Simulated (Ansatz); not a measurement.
One change: `[CH3][In]([F])[F]` becomes `C[S][In]([F])[F]`.

Ansatz, PBE0-D4/def2-TZVP geometries, multiplicity 1. Each molecule was computed in one conformer, which needn't be the lowest.

Elements past krypton have def2 core potentials.

```csv
property,`[CH3][In]([F])[F]`
HOMO–LUMO gap (ωB97M-V/def2-TZVPP) / eV,11.61
HOMO–LUMO gap (PBE/def2-TZVPP) / eV,5.15
size of the dipole moment (PBE/def2-TZVPP) / D,4.45
HOMO–LUMO gap (PBE0/def2-TZVPP) / eV,7.55
HOMO energy (PBE/def2-TZVPP) / eV,-7.73
LUMO energy (PBE/def2-TZVPP) / eV,-2.58
```

Q: Give the same properties after the change, and the shifts. (Estimate.)

A: The calculation gave: 
```tsv
property	`C[S][In]([F])[F]`	shift
HOMO–LUMO gap (ωB97M-V/def2-TZVPP) / eV	9.51	-2.10
HOMO–LUMO gap (PBE/def2-TZVPP) / eV	3.29	-1.86
size of the dipole moment (PBE/def2-TZVPP) / D	3.63	-0.82
HOMO–LUMO gap (PBE0/def2-TZVPP) / eV	5.41	-2.14
HOMO energy (PBE/def2-TZVPP) / eV	-6.61	1.12
LUMO energy (PBE/def2-TZVPP) / eV	-3.32	-0.74
```

With PBE0 the HOMO rises by 1.39 eV and the LUMO falls by 0.76 eV, so the gap narrows by about 2.15 eV. PBE moves the HOMO by 1.12 eV and ωB97M-V by 1.45 eV. Dipoles are sizes alone; their direction can turn.
